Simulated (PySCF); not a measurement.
Z-matrix (Å, degrees):
```
Ta
O 1 1.7451
O 1 1.9263 2 108.33
H 3 0.9730 1 130.16 2 0.27
O 1 1.9267 2 108.32 3 120.03
H 5 0.9730 1 129.99 2 -0.48
O 1 1.9268 2 108.38 3 -119.92
H 7 0.9730 1 129.89 2 0.37
```
Charge 0, multiplicity 1.

### Question
What LUMO, HOMO–LUMO gap and dipole moment does TPSSh-D3(BJ)/def2-TZVP // BP86-D3(BJ)/def2-SVP (PySCF) give?

### Answer

The LUMO is -0.69 eV and the HOMO–LUMO gap comes out as 7.64 eV. The dipole moment is 0.05 D.
